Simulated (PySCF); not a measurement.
A TDDFT job was run through a driver script with this input:

```
{"job": {"kind": "uv", "xc": "wB97X-D", "basis": "def2-SVPD", "nstates": 8, "ntriplets": 3}, "charge": 0, "multiplicity": 1}
N      3.846268     1.242344     0.574599
C      3.090210     0.417205     0.340007
C      2.099130    -0.587869     0.088638
S      0.833953    -0.532090     1.409704
C      0.021242     1.048131     0.928480
Ga    -1.189641     0.500521    -0.606179
N     -2.410669    -0.847067     0.523496
H      2.545045    -1.582964     0.116326
H      1.601723    -0.408452    -0.872111
H     -0.550013     1.346360     1.816206
H      0.821879     1.783477     0.815384
H     -0.657533    -0.556155    -1.612542
H     -2.266860     1.461943    -1.159524
H     -3.036832    -0.385194     1.182804
H     -2.976175    -1.442722    -0.080155
H     -1.779323    -1.448524     1.058423
```

The program printed, after the SCF cycles:

```
converged SCF energy = -2551.7292177808

Static polarisability (au): isotropic 102.302, principal 89.150 95.360 122.395

Singlet excitations
state   eV       nm        f      main configurations
  1   4.8397    256.2   0.00284   H->L+1 0.58, H->L 0.30
  2   5.6180    220.7   0.06477   H->L 0.45, H->L+2 0.18, H->L+3 0.17
  3   5.9807    207.3   0.00153   H->L+3 0.49, H->L+1 0.15, H->L 0.14
  4   6.3678    194.7   0.00571   H->L+2 0.49, H->L+4 0.22, H->L+3 0.17
  5   6.7585    183.4   0.02226   H-1->L 0.29, H->L+5 0.27, H->L+4 0.12
  6   6.8001    182.3   0.02664   H->L+5 0.43, H-1->L 0.26
  7   6.8441    181.2   0.01103   H->L+6 0.69, H->L+7 0.15
  8   6.9565    178.2   0.01503   H->L+4 0.30, H->L+5 0.13, H->L+2 0.13

Triplet excitations (Tamm-Dancoff, eV): 4.4132 5.2945 5.6705
```

Method used: PySCF 2.14.0, density-fitted response routines, TDDFT wB97X-D/def2-SVPD, vertical, gas phase, core orbitals frozen in the response. The structure is a single GFN2-xTB conformer in the gas phase; no vibrational or solvent corrections. The wB97X-D/def2-SVPD calculation is non-relativistic and has no spin–orbit coupling, an omission that weighs most on gallium.

Question: What transition dipole goes with state 2?

Answer: |μ|² = 3f / (2ΔE) = 3 × 0.0648 / (2 × 0.2065) = 0.471 au, so |μ| = 1.74 D.

Question: How much of the mean polarisability do the listed states account for?

Answer: The sum over states Σ f/ΔE² (ΔE in hartree) gives 2.94 au, 3% of the total; the rest comes from higher roots of the same response equations.

Question: Give the energy of state 1 in hartree, cm⁻¹ and kJ/mol.

Answer: 0.17786 hartree, 39035 cm⁻¹, 467.0 kJ/mol.

Question: How many basis functions and electrons does this run hold?

Answer: 237 basis functions for 88 electrons in 44 doubly occupied orbitals.

Question: Give the mean polarisability in Å³.

Answer: 102.30 au × 0.148185 = 15.16 Å³.

Question: Write the structure that the coordinates describe.

Answer: `N#CCS[CH2][GaH2-][NH3+]` (C3H9GaN2S), point group C1.

H and L stand for HOMO and LUMO.

Shape of the structure used: `[N:1]#[C:2][CH2:3][S:4][CH2:5][GaH2-:6][NH3+:7]`: C2–C3–S4–C5 71°, C3–S4–C5–Ga6 80°, S4–C5–Ga6–N7 62°.

The pairwise dispersion term of wB97X-D wasn't added to the energies; at a given geometry it leaves orbitals and properties as they are.
